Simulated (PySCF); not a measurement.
Isomers of C5H6OS, mass 114.014 u with the commonest isotopes. The calculation used PySCF, PBE0-D3(BJ)/def2-SVP geometry optimisation, gas phase. One conformer each, none proved a minimum here; rigid rotors.

Question: Order these by rotational constant B, largest first.
A. `[CH3:1][S:2][c:3]1[cH:4][cH:5][cH:6][o:7]1` with C1–S2–C3–C4 180°
B. `[OH:1][CH2:2][c:3]1[cH:4][cH:5][cH:6][s:7]1` with H–O1–C2–C3 52°, O1–C2–C3–C4 77° (2-thiophenemethanol)
C. `[CH3:1][S:2][c:3]1[cH:4][cH:5][o:6][cH:7]1` with C1–S2–C3–C4 180°

Answer: B (1705 MHz), A (1616 MHz), C (1504 MHz).

Question: Order these by dipole moment, largest first.
A. `[CH3:1][S:2][c:3]1[cH:4][cH:5][o:6][cH:7]1` with C1–S2–C3–C4 180°
B. `[OH:1][CH2:2][c:3]1[cH:4][cH:5][cH:6][s:7]1` with H–O1–C2–C3 52°, O1–C2–C3–C4 77°
C. `[CH3:1][S:2][c:3]1[cH:4][cH:5][cH:6][o:7]1` with C1–S2–C3–C4 180° (2-furylmethylsulfide)

Answer: B (1.36 D), C (1.10 D), A (0.89 D).

Question: Order these by rotational constant C, largest first.
A. `[CH3:1][S:2][c:3]1[cH:4][cH:5][o:6][cH:7]1` with C1–S2–C3–C4 180°
B. `[OH:1][CH2:2][c:3]1[cH:4][cH:5][cH:6][s:7]1` with H–O1–C2–C3 52°, O1–C2–C3–C4 77°
C. `[CH3:1][S:2][c:3]1[cH:4][cH:5][cH:6][o:7]1` with C1–S2–C3–C4 180° (2-furylmethylsulfide)

Answer: B (1351 MHz), C (1273 MHz), A (1206 MHz).

```json
{"SMILES": "OCc1cccs1", "point group": "C1", "Ia (u·Å²)": "111.86", "Ib (u·Å²)": "296.45", "Ic (u·Å²)": "374.17", "κ": "-0.78", "μa (D)": "1.33", "μb (D)": "0.31", "μc (D)": "0.05"}
{"SMILES": "CSc1ccoc1", "point group": "Cs", "Ia (u·Å²)": "86.08", "Ib (u·Å²)": "336.11", "Ic (u·Å²)": "418.91", "κ": "-0.87", "μa (D)": "0.37", "μb (D)": "0.81", "μc (D)": "0.00"}
{"SMILES": "CSc1ccco1", "point group": "Cs", "Ia (u·Å²)": "87.66", "Ib (u·Å²)": "312.70", "Ic (u·Å²)": "397.10", "κ": "-0.85", "μa (D)": "0.00", "μb (D)": "1.10", "μc (D)": "0.00"}
```
